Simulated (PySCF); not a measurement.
Atom-mapped SMILES (the numbers label the heavy atoms): `[CH3:1][C@H:2]([SiH3:3])[SiH2:4][F:5]`. Each H is labelled by its parent atom. Ha(Si4) is pro-R; Hb(Si4) is pro-S.

One averaged value for each set of equivalent atoms, non-relativistic Hamiltonian, no solvent model, one computed conformer. σ from GIAO-PBE0/pcSseg-1; GFN2-xTB structure; PySCF.

Chemical shifts δ = σref − σ; ¹³C (σ = 186.93 ppm) and ¹H (σ = 31.72 ppm) and ²⁹Si (σ = 349.16 ppm) against TMS; CFCl3 for ¹⁹F (σ = 170.95 ppm), all at this level.

| atoms | nucleus | count | δ (ppm) |
| --- | --- | --- | --- |
| Si3 | ²⁹Si | 1 | ? |
| H(C2) | ¹H | 1 | 0.79 |
| F5 | ¹⁹F | 1 | -227.9 |
| Ha(Si4) | ¹H | 1 | 5.22 |
| H(C1) | ¹H | 3 | 1.43 |
| C2 | ¹³C | 1 | 6.4 |
| Hb(Si4) | ¹H | 1 | 5.02 |
| C1 | ¹³C | 1 | 12.8 |
| H(Si3) | ¹H | 3 | ? |
| Si4 | ²⁹Si | 1 | ? |

Complete the table.

Results:


- H(Si3): 3.79 ppm, hydrogen on a silicon bonded to C
- Si4: 10.4 ppm, silicon bonded to C, F, 2 H
- Si3: -73.1 ppm, silicon bonded to C, 3 H

Shifts are as computed. Against solution values, carbons near 30 ppm lie about +3 ppm off and those near 130 ppm about +5 ppm. Of 1211 compounds with measured shifts, 218 miss one by over three times the rms of a fit or turn the order of signals round; such compounds aren't used in these exercises. Unscaled 19F shifts against computed CFCl3 carry errors that often reach 10 to 50 ppm.
